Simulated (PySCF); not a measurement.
**How methods differ on the excitation energy of W**

W [Xe] 4f14 5d4 6s2 (5D) → W [Xe] 4f14 5d5 6s1 (7S), as a difference of total energies. Calculation: PySCF 2.14, in aug-cc-pwCVDZ-PP with ECP60MDF; scalar relativity through the core potential. Correlated levels: valence: 5s2 5p6 frozen; valence and next inner shell: nothing frozen outside the core potential. The calculations carry no spin-orbit coupling.

```json
{"method": "UHF", "excitation energy (eV)": "-1.160", "error (eV)": "-0.973"}
{"method": "LDA", "excitation energy (eV)": "-0.589", "error (eV)": "-0.402"}
{"method": "PBE", "excitation energy (eV)": "-0.812", "error (eV)": "-0.625"}
{"method": "PBE0", "excitation energy (eV)": "-0.861", "error (eV)": "-0.674"}
{"method": "r2SCAN", "excitation energy (eV)": "-1.192", "error (eV)": "-1.005"}
{"method": "BHandHLYP", "excitation energy (eV)": "-0.151", "error (eV)": "+0.036"}
{"method": "revPBE", "excitation energy (eV)": "-0.881", "error (eV)": "-0.694"}
{"method": "LC-wPBE", "excitation energy (eV)": "-0.793", "error (eV)": "-0.606"}
{"method": "MP2 (valence)", "excitation energy (eV)": "-0.636", "error (eV)": "-0.449"}
{"method": "SCS-MP2 (valence)", "excitation energy (eV)": "0.090", "error (eV)": "+0.277"}
{"method": "MP2 (valence and next inner shell)", "excitation energy (eV)": "-0.532", "error (eV)": "-0.345"}
{"method": "SCS-MP2 (valence and next inner shell)", "excitation energy (eV)": "0.047", "error (eV)": "+0.234"}
```

Reference: -0.187 eV (measured; NIST levels, between the centres of gravity of the two terms).

Errors of the correlated levels include the incompleteness of this basis and the frozen core.
